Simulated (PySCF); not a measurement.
Level of theory: PBE-D3(BJ)/def2-TZVP // PBE0-D4/def2-SVP in PySCF. All species are isolated molecules in the gas phase. Delta-SCF ions had no search for a lower state. Excitations are Tamm–Dancoff values on a coarser integration grid. The basis has no diffuse functions, so Rydberg states are missing or too high.

Reference species (SMILES): `c1cc(c(Cl)c2ccccc12)[SiH3]` (neutral, multiplicity 1).

| Item | Value |
|---|---|
| dipole moment | 1.97 D |
| vertical ionisation energy (Delta-SCF) | 7.88 eV |
| S1 excitation (TDA) | 3.95 eV |

After one change: the dipole moment falls by 0.06 D; the vertical ionisation energy (Delta-SCF) hardly moves; the S1 excitation (TDA) hardly moves.

Problem. What was changed between the two runs? The new species is one of these.
A. `[SiH3]c1ccc2cccc(Cl)c2c1`
B. `[SiH3]c1cccc2cc(Cl)ccc12`
C. `[SiH3]c1cccc2cccc(Cl)c12`
D. `[SiH3]c1ccc(Cl)c2ccccc12`

Solution. A, `[SiH3]c1ccc2cccc(Cl)c2c1`
